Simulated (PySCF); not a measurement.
**Computed properties of C2H12OSi3, SMILES O[Si@@H]([SiH3])CC[SiH3]**

C₂H₁₂OSi₃, SMILES O[Si@@H]([SiH3])CC[SiH3]. Coordinates come from a PBE0-D3(BJ)/def2-SVP optimisation. The structure was generated by enumeration; whether it is a known compound was not checked. The values are those of a single conformer. All values are computed for the isolated molecule unless a solvent is named; none is compared with measurement here.

**Structure.** All 48 harmonic modes at PBE0-D3(BJ)/def2-SVP (PySCF) are real, so it is a minimum. With heavy atoms numbered as in [OH:1][Si@@H:2]([SiH3:3])[CH2:4][CH2:5][SiH3:6], the shortest bond between them is C4–C5 at 1.534 Å and the longest Si2–Si3 at 2.342 Å.

**Vibrations.** The strongest infrared lines (harmonic, unscaled, degenerate partners summed) lie at 851 cm⁻¹ (222 km/mol, H 73 %, Si 11 %, C 11 %), 747 cm⁻¹ (192 km/mol, H 62 %, C 25 %, Si 12 %), 926 cm⁻¹ (135 km/mol, H 89 %, Si 9 %). The softest mode is at 41 cm⁻¹ and the zero-point energy is 80.7 kcal/mol.

**Electronic structure.** HF/def2-TZVP (PySCF) places the frontier levels at -10.54 and 2.97 eV, a gap of 13.51 eV, and gives a dipole moment of 1.96 D. PBE/def2-TZVP (PySCF) at the same geometry gives -6.51 and -0.99 eV, so its gap is 7.99 eV narrower. An orbital gap is neither the optical nor the fundamental gap.

**Excitations.** TDA-PBE0/def2-SVPD (PySCF) has S1 at 6.41 eV (193 nm, f = 0.009, weak); the most intense of the 6 singlets computed lies at 7.55 eV (f = 0.09). T1 (TDA) is at 5.81 eV, 0.60 eV under S1. TDA-PBE/def2-SVPD (PySCF) puts S1 at 5.69 eV. No vertical singlet excitation falls in the visible range (under 3.1 eV).

**NMR.** GIAO shifts at PBE0/pcSseg-1 (PySCF) (non-relativistic, atoms alike by connectivity averaged): ¹³C from 7.6 to 19.4 ppm against TMS; ¹H from 1.1 to 5.6 ppm against TMS; ²⁹Si from -108.7 to 10.0 ppm against TMS.

**Solvation.** SMD-M06-2X/def2-SVP (PySCF) gives -0.4 kcal/mol in water, -5.0 kcal/mol in ethanol, -3.2 kcal/mol in tetrahydrofuran (1 M in both phases, gas-phase geometry); of these solvents ethanol holds the molecule best.
